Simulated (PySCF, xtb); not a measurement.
(Z)-1-bromobut-1-en-3-yne (C4H3Br), SMILES C#C/C=C\Br.

Harmonic wavenumbers (cm⁻¹) from GFN2-xTB in xtb 6.7.1 at its own minimum, in rising order: 94, 225, 275, 435, 518, 632, 637, 707, 758, 849, 999, 1165, 1269, 1618, 2249, 3044, 3095, 3399.

### Question
What does B3LYP-D3(BJ)/def2-SVP in PySCF give at its own minimum? (An estimate is asked for; the answer gives what the named calculation found.)

### Answer
108, 267, 310, 512, 587, 680, 700, 712, 732, 936, 981, 1196, 1327, 1652, 2214, 3143, 3225, 3471. Paired by order, the mean absolute difference is 52 cm⁻¹ and the zero-point energies are 31.4 and 32.5 kcal/mol.
